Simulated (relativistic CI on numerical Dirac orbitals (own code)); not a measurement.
Tm³⁺ (4f12) in a crystal field

Calculated by Dirac-Coulomb-Breit CI, orbitals from a KLI potential per configuration, model QED (radiative potential, 1s self-energy scaled to tabulated hydrogen-like ionisation energies), valence Slater integrals scaled by 0.75, one configuration in a parametric crystal field (own radial code).

Field parameters in Wybourne normalisation; cubic f-shell fields have B⁴₄ = √(5/14) B⁴₀ and B⁶₄ = −√(7/2) B⁶₀. The field is a parameter set, without covalency.

S is read from ⟨S²⟩ = S(S + 1).

Powder χT (cm³ K mol⁻¹) by Van Vleck's formula, with temperature-independent terms:

| Field | 2 K | 5 K | 10 K | 20 K | 50 K | 100 K | 200 K | 300 K |
| --- | --- | --- | --- | --- | --- | --- | --- | --- |
| C2v, B20 = -750, B22 = -30, B40 = 510, B42 = 410, B44 = 480, B60 = 20, B62 = -100, B64 = 100, B66 = 20 cm⁻¹ | 4.09 | 5.23 | 5.63 | 6.04 | 6.54 | 6.82 | 7 | 7.07 |
| C2v, B20 = -290, B22 = -350, B40 = 260, B42 = 560, B44 = -240, B60 = 720, B62 = 50, B64 = 380, B66 = -700 cm⁻¹ | 0.497 | 1.24 | 2.36 | 3.72 | 5.33 | 6.29 | 6.81 | 6.97 |
| D3d, B20 = 1890, B40 = -1900, B43 = 1840, B60 = 80, B63 = -80, B66 = 590 cm⁻¹ | 0.258 | 0.646 | 1.29 | 2.55 | 4.86 | 5.93 | 6.51 | 6.72 |
| D3d, B20 = -1060, B40 = -1980, B43 = -920, B60 = 260, B63 = 210, B66 = 420 cm⁻¹ | 4.75 | 5.7 | 5.89 | 5.96 | 6.07 | 6.22 | 6.5 | 6.73 |
| D3h, B20 = 460, B40 = 60, B60 = -290, B66 = -140 cm⁻¹ | 0.969 | 2.41 | 4.25 | 5.7 | 6.65 | 6.97 | 7.09 | 7.11 |
| Oh, B40 = -1940, B60 = 480 cm⁻¹ | 0.194 | 0.485 | 0.97 | 1.94 | 4.32 | 5.79 | 6.48 | 6.74 |

Question: For Oh, B40 = -1940, B60 = 480 cm⁻¹: what effective moment follows at 300 K?

Answer: μ_eff = √(8χT) = 7.34 μB. The LS value g√(J(J + 1)) of the free ion's 3H_6 level is 7.56 μB.
